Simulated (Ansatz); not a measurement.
Calculated with Ansatz (gas phase, PBE0-D4/def2-TZVP geometries, no zero-point term in ΔE). CBS: MP2 limit from def2 TZ/QZ plus the TZ coupled-cluster correction, frozen cores. Functionals use def2-TZVPP. B3LYP here is the variant with VWN-RPA as its local correlation; programs differ in this. For Zn outer-core shells are correlated without core-valence functions, which leaves a few kJ/mol of doubt a bond. Scalar relativity is left out up to krypton. One conformer a species, not always the lowest.

Reaction (formal exchange of groups at a Zn–C bond): `O=C[CH2][ZnH]` + `CB(C)S` → `C[B](C)[ZnH]` + `O=CCS`

`O=C[CH2][ZnH]`:

```xyz
8

O     1.338    1.620    0.102
C     0.334    1.067    0.483
C     0.118   -0.386    0.515
Zn   -0.586   -0.951   -1.237
H    -0.537    1.677    0.819
H     1.062   -0.925    0.637
H    -0.607   -0.678    1.279
H    -1.123   -1.424   -2.598
```

`CB(C)S`:

Z-matrix (Å, degrees):
```
C
B 1 1.567
H 1 1.094 2 111.4
H 1 1.098 2 108.1 3 -115.7
H 1 1.091 2 115.1 3 124.3
C 2 1.568 1 121.3 3 40.5
S 2 1.796 1 122.3 3 -140.4
H 6 1.095 2 110.6 1 47.8
H 6 1.091 2 115.2 1 171.3
H 6 1.097 2 108.8 1 -67.8
H 7 1.344 2 99.1 1 2.1
```

`C[B](C)[ZnH]`:

Cartesian coordinates in Å:
```
C -0.078 -0.698 1.317
B -0.151 0.098 -0.030
C 1.180 0.604 -0.684
Zn -1.982 0.328 -1.033
H -0.955 -0.606 1.963
H -0.058 -1.760 1.020
H 0.828 -0.521 1.907
H 1.452 -0.169 -1.422
H 2.026 0.694 0.006
H 1.088 1.524 -1.266
H -3.350 0.507 -1.777
```

`O=CCS`:

Cartesian coordinates in Å:
```
O -1.604 -0.654 0.058
C -0.548 -0.529 0.611
C 0.639 0.214 0.070
S 0.393 0.937 -1.560
H -0.374 -0.976 1.611
H 0.895 0.986 0.804
H 1.481 -0.488 0.059
H -0.881 0.509 -1.653
```

```
             level  ΔE (kcal/mol)  difference from CCSD(T)/CBS
            PBE-D4           43.5                         -1.1
           ωB97X-V           43.8                         -0.8
           ωB97M-V           44.0                         -0.6
            B2PLYP           45.4                          0.8
               PBE           43.4                         -1.2
            r2SCAN           46.0                          1.4
             B3LYP           44.2                         -0.4
     HF/def2-TZVPP           45.6                          1.0
    MP2/def2-TZVPP           47.4                          2.8
   CCSD/def2-TZVPP           45.1                          0.5
CCSD(T)/def2-TZVPP           45.2                          0.6
    MP2/def2-QZVPP           47.1                          2.5
SCS-MP2/def2-QZVPP           45.6                          1.0
      HF/CBS(def2)           45.6                          1.0
     MP2/CBS(def2)           46.8                          2.2
    CCSD/CBS(def2)           44.4                         -0.2
       CCSD(T)/CBS           44.6                            0
```

Largest T1 diagnostic among the species: 0.016.

From PBE to PBE0 (25 % exact exchange), in def2-TZVPP and without D4, ΔE moves by +1.0 kcal/mol.
